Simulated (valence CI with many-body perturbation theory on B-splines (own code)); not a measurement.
## E1 line list for Si⁷⁺

Level of theory: relativistic CI+MBPT: five valence electrons over a frozen Dirac-Fock core [He], radial functions for each j: 11 s, 11 p, 10 d, 8 f, 5 g, 2 h, with the one-electron correlation potential Σ1 (screened to all orders), the two-electron term Σ2, the three-electron term Σ3, Breit, model QED; selected single and double excitations, second order for the rest, scaled by the run's own slope (own B-spline code, finite nucleus).

No measured levels were compared; by estimate levels hold to about 100 cm⁻¹ or 0.05 % of their energy and the worst to 300 or 400 cm⁻¹, as in measured light ions of charge 2 to 7. Among the levels kept, up to 5700 cm⁻¹ of a level comes from second order outside the variational space, and about a tenth of that is noise between levels of different J, which matters for small intervals.

Lines 351 to 400 of 600 in falling wavelength, among levels below 1970200 cm⁻¹, chosen from the strongest by gf and those to the six lowest levels. Wavelengths and rates use the calculated energies, so an error of 300 cm⁻¹ moves a line at 233.6 Å by 0.07 % and its rate by three times that or more. Electric multipoles are in the length gauge, E1 and E2 with the static RPA response of the core. Weak lines are less certain than strong ones. Lines between different terms over intervals too small for the method are left out, as are lines whose strength nearly cancels. Where a level lies close to another of its J and parity, the split of strength between their lines is uncertain. The highest levels of a list are the least certain.

Names give the largest LS component (configuration and term), which can be under half, so a name can repeat, a term be missing and a line seem to break the LS rules; names also repeat where a configuration has a term twice. Letters in brackets count levels of one name in rising energy.

| λ vac (Å) | Upper | Lower | A (s⁻¹) | S (a.u.) |
| --- | --- | --- | --- | --- |
| 233.6 | 2s2p³3p ⁴P_3/2 [d] | 2s²2p²3p ⁴S°_3/2 | 3.98e+09 | 1.00e-01 |
| 233.4 | 2s2p³3p ⁴P_5/2 [d] | 2s²2p²3p ⁴S°_3/2 | 2.46e+09 | 9.26e-02 |
| 233.0 | 2s2p⁴ ²P_1/2 | 2s²2p³ ²P°_3/2 | 8.12e+09 | 1.01e-01 |
| 232.7 | 2s2p⁴ ²P_1/2 | 2s²2p³ ²P°_1/2 | 5.06e+09 | 6.29e-02 |
| 229.5 | 2s2p⁴ ²S_1/2 | 2s²2p³ ²D°_3/2 | 1.10e+09 | 1.31e-02 |
| 226.4 | 2s2p³3s ²S°_1/2 | 2s²2p²3s ²P_3/2 | 3.33e+10 | 3.81e-01 |
| 226.0 | 2s2p³3p ⁴P_3/2 [d] | 2s²2p²3p ⁴P°_5/2 | 9.04e+09 | 2.06e-01 |
| 225.8 | 2s2p³3p ⁴P_5/2 [d] | 2s²2p²3p ⁴P°_5/2 | 9.49e+09 | 3.24e-01 |
| 225.2 | 2s2p³3p ⁴P_1/2 [d] | 2s²2p²3p ⁴P°_3/2 | 1.45e+10 | 1.63e-01 |
| 224.8 | 2s2p³3p ⁴P_5/2 [d] | 2s²2p²3p ⁴P°_3/2 | 5.37e+09 | 1.81e-01 |
| 224.7 | 2s2p³3p ⁴P_3/2 [d] | 2s²2p²3p ⁴P°_1/2 | 6.42e+09 | 1.44e-01 |
| 224.6 | 2s2p³3s ²P°_3/2 [b] | 2s²2p²3s ²D_5/2 | 1.68e+10 | 3.75e-01 |
| 224.4 | 2s2p³3s ²P°_1/2 [b] | 2s²2p²3s ²D_3/2 | 2.22e+10 | 2.48e-01 |
| 224.4 | 2s2p³3s ²S°_1/2 | 2s²2p²3s ²P_1/2 | 1.69e+10 | 1.89e-01 |
| 223.3 | 2s2p³3p ⁴P_5/2 [d] | 2s²2p²3p ⁴D°_7/2 | 1.36e+10 | 4.49e-01 |
| 223.3 | 2s2p³3s ⁴S°_3/2 [b] | 2s²2p²3s ⁴P_5/2 | 2.04e+10 | 4.48e-01 |
| 223.0 | 2s2p³3d ²P°_3/2 | 2s²2p²3s ²D_5/2 | 5.55e+09 | 1.21e-01 |
| 222.1 | 2s2p³3p ⁴P_3/2 [d] | 2s²2p²3p ⁴D°_5/2 | 8.01e+09 | 1.73e-01 |
| 221.9 | 2s2p³3p ⁴P_5/2 [d] | 2s²2p²3p ⁴D°_5/2 | 4.90e+09 | 1.58e-01 |
| 221.7 | 2s2p³3s ⁴S°_3/2 [b] | 2s²2p²3s ⁴P_3/2 | 1.32e+10 | 2.85e-01 |
| 221.0 | 2s2p³3p ⁴P_3/2 [d] | 2s²2p²3p ⁴D°_3/2 | 5.99e+09 | 1.28e-01 |
| 220.6 | 2s2p³3p ⁴P_1/2 [d] | 2s²2p²3p ⁴D°_1/2 | 7.66e+09 | 8.11e-02 |
| 220.6 | 2s2p³3s ⁴S°_3/2 [b] | 2s²2p²3s ⁴P_1/2 | 6.60e+09 | 1.40e-01 |
| 216.8 | 2s2p⁴ ²P_3/2 | 2s²2p³ ²D°_5/2 | 3.05e+10 | 6.12e-01 |
| 216.7 | 2s2p⁴ ²P_3/2 | 2s²2p³ ²D°_3/2 | 4.45e+09 | 8.93e-02 |
| 214.6 | 2s2p⁴ ²P_1/2 | 2s²2p³ ²D°_3/2 | 3.01e+10 | 2.93e-01 |
| 195.8 | 2s²2p²4p ²D°_5/2 | 2s²2p²3s ²P_3/2 | 9.84e+09 | 2.19e-01 |
| 195.7 | 2s²2p²4p ²D°_3/2 | 2s²2p²3s ²P_1/2 | 8.58e+09 | 1.27e-01 |
| 192.3 | 2s²2p²4p ⁴D°_7/2 | 2s²2p²3s ⁴P_5/2 | 1.02e+10 | 2.85e-01 |
| 192.2 | 2s²2p²4p ⁴D°_1/2 | 2s²2p²3s ⁴P_1/2 | 9.71e+09 | 6.80e-02 |
| 192.0 | 2s²2p²4p ⁴D°_5/2 | 2s²2p²3s ⁴P_3/2 | 9.19e+09 | 1.93e-01 |
| 191.8 | 2s²2p²4p ⁴D°_3/2 | 2s²2p²3s ⁴P_1/2 | 6.41e+09 | 8.93e-02 |
| 191.5 | 2s²2p²4p ⁴P°_5/2 | 2s²2p²3s ⁴P_5/2 | 7.31e+09 | 1.52e-01 |
| 82.64 | 2s²2p²3p ⁴P°_3/2 | 2s2p⁴ ⁴P_5/2 | 2.42e+09 | 2.69e-03 |
| 82.50 | 2s²2p²3p ⁴P°_5/2 | 2s2p⁴ ⁴P_5/2 | 2.51e+09 | 4.17e-03 |
| 81.53 | 2s²2p²3p ⁴S°_3/2 | 2s2p⁴ ⁴P_5/2 | 9.61e+09 | 1.03e-02 |
| 76.77 | 2s2p³3s ²P°_3/2 [a] | 2s2p⁴ ²S_1/2 | 4.07e+10 | 3.63e-02 |
| 76.22 | 2s2p³3s ⁴S°_3/2 [a] | 2s2p⁴ ⁴P_3/2 | 3.91e+10 | 3.42e-02 |
| 76.02 | 2s2p³3s ⁴S°_3/2 [a] | 2s2p⁴ ⁴P_5/2 | 6.04e+10 | 5.23e-02 |
| 75.41 | 2s2p³3s ²D°_5/2 [a] | 2s2p⁴ ²D_5/2 | 8.85e+10 | 1.12e-01 |
| 75.40 | 2s2p³3s ²D°_3/2 [a] | 2s2p⁴ ²D_3/2 | 8.79e+10 | 7.44e-02 |
| 74.43 | 2s²2p²3s ²P_1/2 | 2s²2p³ ²P°_3/2 | 1.51e+10 | 6.13e-03 |
| 74.40 | 2s²2p²3s ²P_1/2 | 2s²2p³ ²P°_1/2 | 4.44e+10 | 1.81e-02 |
| 74.21 | 2s²2p²3s ²P_3/2 | 2s²2p³ ²P°_3/2 | 5.95e+10 | 4.80e-02 |
| 74.21 | 2s2p³3s ²D°_3/2 [b] | 2s2p⁴ ²P_1/2 | 3.33e+10 | 2.69e-02 |
| 74.18 | 2s²2p²3s ²P_3/2 | 2s²2p³ ²P°_1/2 | 1.45e+10 | 1.17e-02 |
| 73.96 | 2s2p³3s ²D°_5/2 [b] | 2s2p⁴ ²P_3/2 | 3.93e+10 | 4.71e-02 |
| 73.29 | 2s2p³3s ²S°_1/2 | 2s2p⁴ ²P_3/2 | 1.36e+11 | 5.27e-02 |
| 72.62 | 2s2p³3s ²P°_3/2 [a] | 2s2p⁴ ²D_5/2 | 5.21e+10 | 3.94e-02 |
| 72.45 | 2s²2p²3s ²P_1/2 | 2s²2p³ ²D°_3/2 | 1.05e+11 | 3.96e-02 |
